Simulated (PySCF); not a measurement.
Vertical excitations of a molecule CH₇FOSi₂ from TDA-PBE/def2-SVPD (PySCF), as energy in eV (oscillator strength): 6.57 (0.005), 7.02 (0.002), 7.22 (0.008), 7.50 (0.002), 7.54 (0.024), 7.66 (0.025), 7.78 (0.038), 7.93 (0.003), 7.99 (0.036), 8.08 (0.020). Lowest triplet (TDA): 6.34 eV. Geometry: PBE0-D3(BJ)/def2-SVP. Other conformers were not sampled.

### Question
Which molecule gave these data?
A) O[Si@@H]([SiH3])CF
B) C[SiH](F)O[SiH3]
C) FC[SiH2]O[SiH3]
D) F[SiH2]OC[SiH3]

### Answer
B, C[SiH](F)O[SiH3]
